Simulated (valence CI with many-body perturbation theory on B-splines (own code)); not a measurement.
Results of a calculation; reference values are marked as such.
## Nd XLVIII: magnetic and hyperfine properties of the levels

Method: configuration interaction combined with many-body perturbation theory (CI+MBPT): three valence electrons over a frozen Dirac-Fock core [Ne], a basis of 11 s, 11 p, 9 d, 7 f, 5 g, 2 h, 1 i functions for each j, with the one-electron correlation potential Σ1 (screened to all orders), the two-electron term Σ2, the three-electron term Σ3, Breit, model QED; selected single and double excitations, second order for the rest (own B-spline code, finite nucleus).

No measured spectrum was set against this ion. As an estimate, large intervals hold to a few tenths of a per cent, small ones and those within an open d or f shell to about a per cent.

A/g_I is the dipole constant over the nuclear g factor μ/I (μ in nuclear magnetons, uniformly magnetised nucleus), B/Q the quadrupole constant per barn. Both hold the static response of the core; the bare values leave it out. Large factors of s and p1/2 electrons are usually good to 5 to 10 %; those of open d and f shells near neutrality can be off by tens of per cent, and small factors of p3/2, d and f electrons come from cancelling terms and can be off by a factor of two or in sign, in half-filled shells by more. B is blank for J = 1/2, where it vanishes, and for nearly pure S terms. Energies count from the lowest level.

Levels are named by their leading jj configuration (3d3/2^4 stands for four electrons in 3d with j = 3/2), which in mixed levels can hold well under half, so a name can repeat and another be missing. Letters in brackets count levels of one name in rising energy.

```csv
Level,E (× 10³ cm⁻¹),g,A/g_I (MHz),A/g_I bare,B/Q (MHz/b),B/Q bare
(3s^2 3p1/2) J=1/2,0.00,0.654,735000,719000,,
(3s 3p1/2^2) J=1/2,966.42,2.224,2210000,2160000,,
(3s^2 3p3/2) J=3/2,1090.2,1.326,107000,106000,203000,200000
(3s 3p1/2 3p3/2) J=3/2 [a],1884.4,1.655,551000,541000,164000,162000
(3s 3p1/2 3p3/2) J=5/2,1991.1,1.359,650000,637000,133000,131000
(3s 3p1/2 3p3/2) J=3/2 [b],2131.0,0.948,39500,40800,130000,129000
(3s 3p1/2 3p3/2) J=1/2,2196.9,1.213,-714000,-692000,,
(3s^2 3d3/2) J=3/2,2525.5,0.834,31000,33000,35500,36500
(3s^2 3d5/2) J=5/2,2708.2,1.234,79400,79800,18900,20600
(3s 3p3/2^2) J=5/2,3083.2,1.383,509000,499000,96400,95000
(3p1/2^2 3p3/2) J=3/2,3101.0,1.218,75800,77700,163000,161000
(3s 3p1/2 3d3/2) J=3/2 [a],3213.6,0.562,-167000,-161000,57500,57800
(3s 3p1/2 3d3/2) J=5/2,3290.9,1.041,597000,585000,1300,2900
(3s 3p3/2^2) J=1/2,3291.1,1.873,2290000,2230000,,
(3s 3p3/2^2) J=3/2,3334.0,1.198,-321000,-310000,-51100,-50300
(3s 3p1/2 3d3/2) J=1/2,3451.5,0.368,-891000,-867000,,
(3s 3p1/2 3d3/2) J=3/2 [b],3471.7,1.315,504000,495000,30900,30700
(3s 3p1/2 3d5/2) J=5/2 [a],3547.4,1.348,213000,211000,33700,35100
(3s 3p1/2 3d5/2) J=7/2,3616.2,1.250,436000,428000,-3700,-1460
(3s 3p1/2 3d5/2) J=5/2 [b],3685.9,1.061,38500,40000,46500,47400
(3s 3p1/2 3d5/2) J=3/2,3716.1,1.148,-381000,-369000,2120,3370
(3p1/2 3p3/2^2) J=5/2,4163.5,1.142,265000,261000,45800,45400
(3p1/2 3p3/2^2) J=3/2,4198.0,1.357,-15200,-10200,34700,34200
(3p1/2 3p3/2^2) J=1/2,4277.9,0.672,754000,734000,,
(3s 3p3/2 3d3/2) J=3/2 [a],4396.0,1.330,333000,328000,-10400,-11200
(3s 3p3/2 3d3/2) J=5/2 [a],4404.6,1.262,293000,289000,55900,54600
(3s 3p3/2 3d3/2) J=1/2 [a],4404.6,2.290,1060000,1040000,,
(3p1/2^2 3d3/2) J=3/2,4405.2,0.764,59600,59400,31400,32700
(3s 3p3/2 3d3/2) J=7/2,4428.0,1.280,375000,369000,166000,165000
(3s 3p3/2 3d5/2) J=9/2,4515.5,1.326,303000,298000,249000,248000
(3s 3p3/2 3d3/2) J=3/2 [b],4577.9,1.004,-5260,-2460,-110000,-108000
(3s 3p3/2 3d5/2) J=5/2 [a],4661.1,1.333,427000,419000,-90000,-88300
(3s 3p3/2 3d3/2) J=5/2 [b],4701.4,0.946,-64000,-59800,129000,129000
(3s 3p3/2 3d3/2) J=1/2 [b],4721.9,0.609,238000,233000,,
(3p1/2^2 3d5/2) J=5/2,4727.8,1.194,18500,21500,26100,27800
(3s 3p3/2 3d5/2) J=7/2 [a],4736.4,1.195,153000,152000,186000,185000
(3s 3p3/2 3d5/2) J=3/2 [a],4739.3,1.166,-108000,-101000,-104000,-102000
(3s 3p3/2 3d5/2) J=7/2 [b],4843.5,1.196,51300,52800,137000,136000
(3s 3p3/2 3d5/2) J=1/2,4912.7,0.685,-518000,-504000,,
(3s 3p3/2 3d5/2) J=3/2 [b],4970.0,1.303,527000,516000,63200,63200
```

(1) Take the isotope of mass number 145, with I = 7/2, μ = -0.656 μN and Q = -0.314 b. What is the hyperfine structure of (3s 3p1/2 3p3/2) J=3/2 [b]?

Results:

(1) From the table A = -7400 MHz, B = -40900 MHz. Shifts from the centre of gravity in MHz: F = 2: 28000, F = 3: 35100, F = 4: 17100, F = 5: -49100.
